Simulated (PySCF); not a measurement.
PySCF input (M06-2X/6-311+G**):

```python
from pyscf import gto, dft

mol = gto.M(
    atom='''
    B    -0.02703500   -0.07509900    0.56928900
    F     1.16465300   -0.50045200    0.21108300
    C    -1.06947400    0.48527500   -0.44364200
    H    -2.09689500    0.38650500   -0.09670400
    H    -0.96345700    0.02310800   -1.43067200
    H    -0.86951000    1.55830200   -0.55696900
    ''',
    basis='6-311+g**',
    charge=0,
    spin=1,
    verbose=4,
)

mf = dft.UKS(mol, xc='m062x')
mf.grids.level = 4
mf.conv_tol = 1e-9
mf.max_cycle = 100
mf.max_memory = 1500
mf.kernel()
if not mf.converged:
    mf = mf.newton()
    mf.kernel(mf.make_rdm1())
mo, _, stable, _ = mf.stability(return_status=True)
if not stable:
    mf.kernel(mf.make_rdm1(mo, mf.mo_occ))
    stable = mf.stability(return_status=True)[2]
mf.dip_moment()
```

Output:

```
PySCF version 2.14.0

[INPUT] verbose = 4
[INPUT] num. atoms = 6
[INPUT] num. electrons = 23
[INPUT] charge = 0
[INPUT] spin (= nelec alpha-beta = 2S) = 1
[INPUT] symmetry False subgroup None
[INPUT] Mole.unit = angstrom
[INPUT] Symbol           X                Y                Z      unit          X                Y                Z       unit  Magmom
[INPUT]  1 B     -0.027035000000  -0.075099000000   0.569289000000 AA   -0.051088745778  -0.141916542229   1.075800295728 Bohr   0.0
[INPUT]  2 F      1.164653000000  -0.500452000000   0.211083000000 AA    2.200875200153  -0.945717218491   0.398889059552 Bohr   0.0
[INPUT]  3 C     -1.069474000000   0.485275000000  -0.443642000000 AA   -2.021012957343   0.917036845098  -0.838361877354 Bohr   0.0
[INPUT]  4 H     -2.096895000000   0.386505000000  -0.096704000000 AA   -3.962557261970   0.730388595775  -0.182744075150 Bohr   0.0
[INPUT]  5 H     -0.963457000000   0.023108000000  -1.430672000000 AA   -1.820669862795   0.043667791286  -2.703578254084 Bohr   0.0
[INPUT]  6 H     -0.869510000000   1.558302000000  -0.556969000000 AA   -1.643135762571   2.944763999362  -1.052518869873 Bohr   0.0

nuclear repulsion = 57.5544274029577
number of shells = 42
number of NR pGTOs = 129
number of NR cGTOs = 84
basis = 6-311+g**
ecp = {}

******** <class 'pyscf.dft.uks.UKS'> ********
method = UKS
initial guess = minao
damping factor = 0
level_shift factor = 0
DIIS = <class 'pyscf.scf.diis.CDIIS'>
diis_start_cycle = 1
diis_space = 8
diis_damp = 0
SCF conv_tol = 1e-09
SCF conv_tol_grad = None
SCF max_cycles = 100
direct_scf = True
direct_scf_tol = 1e-13
number electrons alpha = 12  beta = 11
XC library pyscf.dft.libxc version 7.1.2
    S. Lehtola, C. Steigemann, M. J. T. Oliveira, and M. A. L. Marques,  SoftwareX 7, 1–5 (2018)
XC functionals = m062x
    Y. Zhao and D. G. Truhlar,  Theor. Chem. Acc. 120, 215 (2008)
    Y. Zhao and D. G. Truhlar,  Theor. Chem. Acc. 120, 215 (2008)
radial grids:
    Treutler-Ahlrichs [JCP 102, 346 (1995); DOI:10.1063/1.469408] (M4) radial grids

becke partition: Becke, JCP 88, 2547 (1988); DOI:10.1063/1.454033
pruning grids: <function nwchem_prune>
grids dens level: 4
symmetrized grids: False
atomic radii adjust function: <function treutler_atomic_radii_adjust>
small_rho_cutoff = 0
Set gradient conv threshold to 3.16228e-05
tot grids = 132672
init E= -164.75796521091
  alpha nocc = 12  HOMO = -0.133998671874775  LUMO = -0.026425516711754
  beta  nocc = 11  HOMO = -0.448462583494295  LUMO = -0.133998671874775

WARN: HOMO -0.133998671874775 >= LUMO -0.133998671874775

cycle= 1 E= -164.52592958665  delta_E= 0.232  |g|= 0.308  |ddm|= 1.51
  alpha nocc = 12  HOMO = -0.245732607607355  LUMO = 0.000628817446010344
  beta  nocc = 11  HOMO = -0.426283788776956  LUMO = -0.0615187326538624
  HOMO = -0.245732607607  LUMO = -0.0615187326539  gap/eV = 5.01271
cycle= 2 E= -164.529796282632  delta_E= -0.00387  |g|= 0.359  |ddm|= 0.526
  alpha nocc = 12  HOMO = -0.245690075868175  LUMO = 0.00488715509523724
  beta  nocc = 11  HOMO = -0.44851035889798  LUMO = -0.0520827139520215
  HOMO = -0.245690075868  LUMO = -0.052082713952  gap/eV = 5.26832
cycle= 3 E= -164.568803234777  delta_E= -0.039  |g|= 0.0355  |ddm|= 0.167
  alpha nocc = 12  HOMO = -0.247937358633642  LUMO = 0.00671982438215958
  beta  nocc = 11  HOMO = -0.450148106726125  LUMO = -0.0554660362678128
  HOMO = -0.247937358634  LUMO = -0.0554660362678  gap/eV = 5.23741
cycle= 4 E= -164.569700066992  delta_E= -0.000897  |g|= 0.0176  |ddm|= 0.0698
  alpha nocc = 12  HOMO = -0.249892905484689  LUMO = 0.00633401566659699
  beta  nocc = 11  HOMO = -0.445269208571595  LUMO = -0.0604762882503316
  HOMO = -0.249892905485  LUMO = -0.0604762882503  gap/eV = 5.15429
cycle= 5 E= -164.569962455428  delta_E= -0.000262  |g|= 0.00531  |ddm|= 0.044
  alpha nocc = 12  HOMO = -0.251167982826146  LUMO = 0.00574654132154008
  beta  nocc = 11  HOMO = -0.446594074463199  LUMO = -0.062900872456229
  HOMO = -0.251167982826  LUMO = -0.0629008724562  gap/eV = 5.12301
cycle= 6 E= -164.569993450126  delta_E= -3.1e-05  |g|= 0.00153  |ddm|= 0.0158
  alpha nocc = 12  HOMO = -0.250876076453327  LUMO = 0.00592148253433512
  beta  nocc = 11  HOMO = -0.446151847657305  LUMO = -0.0632133315681749
  HOMO = -0.250876076453  LUMO = -0.0632133315682  gap/eV = 5.10656
cycle= 7 E= -164.56999676755  delta_E= -3.32e-06  |g|= 0.000418  |ddm|= 0.00501
  alpha nocc = 12  HOMO = -0.251020304094258  LUMO = 0.00586577179025468
  beta  nocc = 11  HOMO = -0.446200631941259  LUMO = -0.0631954900879386
  HOMO = -0.251020304094  LUMO = -0.0631954900879  gap/eV = 5.11097
cycle= 8 E= -164.569996988003  delta_E= -2.2e-07  |g|= 0.000152  |ddm|= 0.00102
  alpha nocc = 12  HOMO = -0.250991908345171  LUMO = 0.00588588080582836
  beta  nocc = 11  HOMO = -0.446162122185754  LUMO = -0.0632445453636201
  HOMO = -0.250991908345  LUMO = -0.0632445453636  gap/eV = 5.10887
cycle= 9 E= -164.569997018611  delta_E= -3.06e-08  |g|= 4.14e-05  |ddm|= 0.000425
  alpha nocc = 12  HOMO = -0.25099527087826  LUMO = 0.00588419016943905
  beta  nocc = 11  HOMO = -0.44617092378979  LUMO = -0.0632371604390727
  HOMO = -0.250995270878  LUMO = -0.0632371604391  gap/eV = 5.10916
cycle= 10 E= -164.569997021723  delta_E= -3.11e-09  |g|= 1.35e-05  |ddm|= 0.000106
  alpha nocc = 12  HOMO = -0.25099315371536  LUMO = 0.0058843229224161
  beta  nocc = 11  HOMO = -0.4461710068333  LUMO = -0.0632333447139786
  HOMO = -0.250993153715  LUMO = -0.063233344714  gap/eV = 5.10920
cycle= 11 E= -164.569997022212  delta_E= -4.89e-10  |g|= 5.34e-06  |ddm|= 4.8e-05
  alpha nocc = 12  HOMO = -0.250993974673921  LUMO = 0.00588335104998577
  beta  nocc = 11  HOMO = -0.446171308554394  LUMO = -0.0632371424876581
  HOMO = -0.250993974674  LUMO = -0.0632371424877  gap/eV = 5.10912
Extra cycle  E= -164.569997022275  delta_E= -6.32e-11  |g|= 4.17e-06  |ddm|= 1.59e-05
converged SCF energy = -164.569997022275  <S^2> = 0.75278404  2S+1 = 2.0027821
uhf_internal: lowest eigs of H = [0.191791   0.37334496 0.41660614]
<class 'pyscf.dft.uks.UKS'> wavefunction is stable in the internal stability analysis
Dipole moment(X, Y, Z, Debye): -1.11778,  0.60658, -0.77915
```

The geometry given is a B3LYP-D3(BJ)/def2-TZVP minimum.
